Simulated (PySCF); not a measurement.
Atom-mapped SMILES (the numbers label the heavy atoms): `[CH3:1][NH:2][Si@H:3]([SiH3:4])[O:5][SiH3:6]`. Hydrogens are named by the atom that carries them.

All values are calculated (PySCF 2.14): GIAO KT2/pcSseg-1 shieldings, structure optimised with PBE0-D3(BJ)/def2-SVP. A single conformation, relativity neglected, isolated molecule, rapidly exchanging positions averaged.

Chemical shifts δ = σref − σ; $^{13}$C and $^{1}$H and $^{29}$Si vs TMS; $^{15}$N against NH3; $^{17}$O against H2O, all at this level.

```json
{"atoms": "Si4", "nucleus": "$^{29}$Si", "count": "1", "δ (ppm)": "-119.7"}
{"atoms": "H(Si4)", "nucleus": "$^{1}$H", "count": "3", "δ (ppm)": "?"}
{"atoms": "Si3", "nucleus": "$^{29}$Si", "count": "1", "δ (ppm)": "-16.4"}
{"atoms": "N2", "nucleus": "$^{15}$N", "count": "1", "δ (ppm)": "56.9"}
{"atoms": "Si6", "nucleus": "$^{29}$Si", "count": "1", "δ (ppm)": "-38.5"}
{"atoms": "H(Si6)", "nucleus": "$^{1}$H", "count": "3", "δ (ppm)": "?"}
{"atoms": "H(C1)", "nucleus": "$^{1}$H", "count": "3", "δ (ppm)": "2.90"}
{"atoms": "H(N2)", "nucleus": "$^{1}$H", "count": "1", "δ (ppm)": "1.53"}
{"atoms": "H(Si3)", "nucleus": "$^{1}$H", "count": "1", "δ (ppm)": "5.27"}
{"atoms": "O5", "nucleus": "$^{17}$O", "count": "1", "δ (ppm)": "67.4"}
{"atoms": "C1", "nucleus": "$^{13}$C", "count": "1", "δ (ppm)": "?"}
```

Problem. Complete the table.

Solution. 
- C1: 33.7 ppm, methyl carbon bonded to N; deshielded by the electronegative neighbour
- H(Si6): 5.12 ppm, hydrogen on a silicon bonded to O
- H(Si4): 3.38 ppm, hydrogen on a silicon bonded to Si

OH/NH shifts are gas-phase values; hydrogen bonding in solution moves them, usually downfield. Shifts are as computed. Against solution values, carbons near 30 ppm lie about +2 ppm off and those near 130 ppm about -5 ppm. Of 1211 compounds with measured shifts, 218 miss one by over three times the rms of a fit or turn the order of signals round; such compounds aren't used in these exercises. Experimental scales use liquid or dissolved standards, which lie at an offset from isolated NH3 (liquid NH3: subtract about 20 ppm) and H2O (liquid H2O: subtract about 36 ppm).
